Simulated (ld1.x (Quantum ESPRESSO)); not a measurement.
**Pseudopotential generation for samarium (Sm): ultrasoft, LDA (PZ), scalar-relativistic.**

* Element: Sm
* Generator: ld1.x (Quantum ESPRESSO) 7.5
* Type: ultrasoft
* Functional: LDA (PZ)
* Relativity: scalar-relativistic
* Frozen core: [Kr] 4d10 4f6
* Valence charge: 10
* Reference configuration: 5s2 5p6 5d1 6s1 6p0
* Partial waves: 5s (bound): rcut 1.90, rcutus 2.60 bohr; 6s (bound): rcut 1.90, rcutus 2.60 bohr; 5p (bound): rcut 2.25, rcutus 2.60 bohr; 6p (bound, empty): rcut 2.25, rcutus 2.60 bohr; 5d (bound): rcut 4.05, rcutus 4.30 bohr; 5d channel at 4.7 Ry: rcut 4.05, rcutus 4.30 bohr
* Local potential: all-electron potential smoothed inside 3.75 bohr (lloc = -1)
* Core correction: Bessel-smoothed model core inside 2.30 bohr
* Augmentation charge: built from norm-conserving waves at rcut, not smoothed further

Question: Is the overlap operator S = 1 + Σ q|β⟩⟨β| positive definite (Bessel basis up to 400 Ry)?

Answer: Yes: its lowest eigenvalue is 0.08 (d channel).

Question: Tests: 5s2 5p6 5d0 6s2 6p0; 5s2 5p6 5d0 6s1 6p0; 5s2 5p6 5d0 6s0 6p0; 5s2 5p6 5d0 6s1 6p1; 5s2 5p6 5d0 6s1.5 6p0; 5s2 5p5 5d0 6s2 6p0; 5s1 5p6 5d0 6s2 6p0. Which has the largest error in its energy relative to the reference configuration, and how large is it?

Answer: 5s1 5p6 5d0 6s2 6p0, with -3773 meV (all-electron minus pseudo) on +46.87 eV.

A Bessel basis up to 400 Ry misses an occupied level by 0.28 Ry, so cutoffs and ghosts were not judged. The potential misses its own reference levels by up to 0.8 eV.
